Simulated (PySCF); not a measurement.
CNO, SMILES C(=[N])=O (connectivity only; charge and spin as stated), charge -1, multiplicity 1. Coordinates come from a B3LYP-D3(BJ)/def2-TZVPD optimisation. The spin state was assumed, not searched. The isomer is the one that the SMILES or the coordinates give; other isomers of the formula were not compared.

Method: B3LYP-D3(BJ)/def2-TZVPD run with PySCF 2.14.0.

Harmonic wavenumbers (cm⁻¹): 637, 637, 1250, 2201. Rotational constants (GHz): 11.61 (linear); symmetry number 1.

### Question
Work out the zero-point energy and the ideal-gas rigid-rotor harmonic-oscillator thermochemistry at 298.15 K and 1 atm.

### Answer
ZPE = ½ Σ hcν = ½ × 4726 cm⁻¹ = 6.76 kcal/mol. H − E(el) = 9.02 kcal/mol. Entropy in cal/(mol K): translation 37.13, rotation 14.47, vibration 0.81, total 52.42. G − E(el) = -6.61 kcal/mol. Cp = 9.04 cal/(mol K).
